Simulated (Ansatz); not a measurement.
The cluster Zn2O, relaxed as a singlet with RKS PBE-D4/def2-TZVP in Ansatz, starting from the GFN1-xTB geometry. Force threshold 0.02 eV/Å.

The restricted singlet is unstable towards broken spin symmetry in Hartree–Fock (as tested in another run); at PBE-D4/def2-TZVP this wasn't settled. Another isomer (triplet) lies 1.28 eV lower at PBE0-D4/def2-TZVP; other spin states weren't run for this one.

Start:

```xyz
3

Zn    0.669   -1.512    0.631
Zn   -0.771    0.083   -0.531
O     0.101    1.428   -0.100
```

```csv
step,energy (eV),largest force component (eV/Å),SCF passes
1,-98868.8452,1.729,22
2,-98868.8927,0.839,24
3,-98868.9273,0.911,32
4,-98869.0277,0.581,32
5,-98869.0891,1.008,31
6,-98869.1682,0.337,30
7,-98869.1889,0.024,31
8,-98869.1890,0.008,24
```

Force components are those of the run's own axes.

End:

```csv
atom,x (Å),y (Å),z (Å)
Zn1,0.4641,-2.0769,0.5589
Zn2,-0.0528,0.2353,-0.0635
O3,-0.4112,1.8417,-0.4954
```

By distances, no bond broke or formed. The bond that changes most is Zn2–O3, from 1.66 to 1.70 Å (atoms count from 1).

No frequencies were taken in this run, so the end may be a saddle point.

Run time 7 s (4 threads of Arm Neoverse V1 on a shared host).
